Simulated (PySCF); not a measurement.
H3InS, SMILES [SH][InH2]. Atoms are numbered in the order given.

```xyz
5

In    -0.0016     0.5838     0.0000
H      1.5435     1.3306     0.0000
H     -1.5694     1.2857     0.0000
S      0.0846    -1.8273     0.0000
H     -1.2495    -1.9878     0.0000
```

Coordinates come from a B3LYP-D3(BJ)/def2-TZVP optimisation. The def2 effective core potentials stand for the cores of In; spin–orbit coupling is left out.

Computed with PySCF with HF/def2-TZVPD.

Computed frontier levels, gap, dipole moment and polarisability:
```json
{
 "highest_occupied_level": "-10.04 eV",
 "lowest_empty_level": "0.60 eV",
 "orbital_gap": "10.64 eV",
 "dipole_moment": "2.01 D",
 "quadrupole, principal values (traceless, Buckingham form, about the centre of nuclear charge)": "-6.58, 1.32, 5.27 D·Å",
 "mean_static_polarisability": "59.0 bohr³ (8.75 Å³)",
 "polarisability_principal_values": "47.3, 57.3, 72.4 bohr³"
}
```
